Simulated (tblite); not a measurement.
C2H6AuClS, charge +1, doublet, geometry from GFN2-xTB (such geometries of metal compounds can be far from the true shape) (the multiplicity is a formal guess); tblite with GFN1-xTB with ALPB(water).

Here is a job for tblite.
```
$ tblite run mol.xyz --method gfn1 --charge 1 --spin 1 --alpb water --json tblite.json --no-restart

# file mol.xyz
11

Au     0.23980938    -0.44350797    -0.06556171
Cl     2.43196466    -0.81483368     0.44193089
C     -1.37899306     2.30414288    -1.20320327
S     -1.80732456     0.81928023    -0.26419011
C     -2.10607865     1.53041251     1.37137327
H     -0.56592812     2.84198638    -0.72392865
H     -2.26303264     2.93677054    -1.25747208
H     -1.09393932     1.99932227    -2.20596421
H     -1.25052427     2.11347128     1.70019473
H     -2.29971917     0.71618792     2.06364664
H     -2.98757391     2.16574771     1.30809516
```

### Question
What does tblite print? Leave out banner, timings and long lists.

### Answer

```
xTB calculator
 | screened Coulomb repulsion
 | Coulomb electrostatics
 |  * isotropic Klopman-Ohno-Mataga-Nishimoto electrostatics
 |  * onsite third-order electrostatics
 | DFT-D3(BJ) dispersion correction
 | Interactions (3)
 | [1] alpb/gbsa reaction field model
 | [2] cds contribution to solvation
 | [3] empirical free energy shift and standard state/solvent correction

halogen bonding energy    0.0000000000000E+00 Eh
repulsion energy          1.2047253036083E-01 Eh
dispersion energy        -4.8168713976957E-03 Eh
interaction energy       -1.8797996067621E-04 Eh
number of electrons       3.7000000000000E+01 e
integral cutoff           2.9451784168471E+01 bohr

------------------------------------------------------------
  cycle        total energy    energy error   density error
------------------------------------------------------------
      1     -18.67977851255  -1.8795246E+01   5.6715077E-01
      2     -18.86561448813  -1.8583598E-01   3.0440215E-01
      3     -18.88516295689  -1.9548469E-02   2.1071885E-01
      4     -18.94932034926  -6.4157392E-02   6.9344356E-02
      5     -18.95990126463  -1.0580915E-02   1.5618804E-02
      6     -18.95985170460   4.9560038E-05   6.4148021E-03
      7     -18.95990291330  -5.1208701E-05   1.6677294E-03
      8     -18.95990782967  -4.9163771E-06   7.5199728E-04
      9     -18.95990907258  -1.2429054E-06   1.1662299E-04
     10     -18.95990908519  -1.2610634E-08   8.0414789E-05
     11     -18.95990909072  -5.5270561E-09   2.0442511E-06
------------------------------------------------------------

electronic energy        -1.9075376769720E+01 Eh
total energy             -1.8959909090717E+01 Eh

Post processing:
 | Mayer-Wiberg bond orders

[Info] JSON dump of results written to 'tblite.json'
```
